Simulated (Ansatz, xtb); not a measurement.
A geometry optimisation of CH4CuOSi with r2SCAN-D4/def2-SVP

The starting geometry of this gas-phase doublet was built from a drawn formula by distance geometry and a force field; its bonds are those of `[O][C@H]([SiH3])[Cu]`.

```yaml
atoms:
  - { symbol: C, position_ang: [-1.1762, -1.4998, 0.0823] }
  - { symbol: Cu, position_ang: [-2.4465, -3.4434, -0.1827] }
  - { symbol: O, position_ang: [-1.8819, -0.5782, 0.8479] }
  - { symbol: Si, position_ang: [-0.7518, -0.7348, -1.5587] }
  - { symbol: H, position_ang: [-0.2116, -1.7643, 0.6124] }
  - { symbol: H, position_ang: [-2.0551, -0.3593, -2.2270] }
  - { symbol: H, position_ang: [-0.0072, -1.6931, -2.3461] }
  - { symbol: H, position_ang: [0.0510, 0.4436, -1.3565] }
```

Q: Where would you expect an optimisation with r2SCAN-D4/def2-SVP to take it?

A: A new bond forms, giving a structure given below by its coordinates. Distances that change by over a tenth: C1–Cu2 (2.34 → 1.97 Å). Contacts that close: Cu2–O3 (3.10 → 2.08 Å).

The energy falls by 1.32 eV over 15 steps:

| step | E − E(last) (eV) |
| --- | --- |
| 1 | 1.319 |
| 3 | 0.212 |
| 4 | 0.104 |
| 6 | 0.062 |
| 7 | 0.051 |
| 9 | 0.027 |
| 10 | 0.013 |
| 12 | 0.000 |
| 13 | 0.000 |
| 15 | 0.000 |

Final geometry (Å):

```yaml
atoms:
  - { symbol: C, position_ang: [-1.0531, -1.4382, 0.1789] }
  - { symbol: Cu, position_ang: [-2.4649, -2.7623, -0.1666] }
  - { symbol: O, position_ang: [-2.0461, -1.0160, 0.8777] }
  - { symbol: Si, position_ang: [-0.7422, -0.7620, -1.5856] }
  - { symbol: H, position_ang: [-0.1997, -1.9420, 0.7069] }
  - { symbol: H, position_ang: [-2.0496, -0.5259, -2.2657] }
  - { symbol: H, position_ang: [0.0855, -1.7268, -2.3704] }
  - { symbol: H, position_ang: [-0.0092, 0.5440, -1.5036] }
```

From the same start GFN2-xTB reaches the same bonding as this run.

The end wasn't checked by frequencies. Open shells are spin-unrestricted. Run with Ansatz 0.2.0, 2.5 min on 2 threads of Arm Neoverse V1 (shared host).
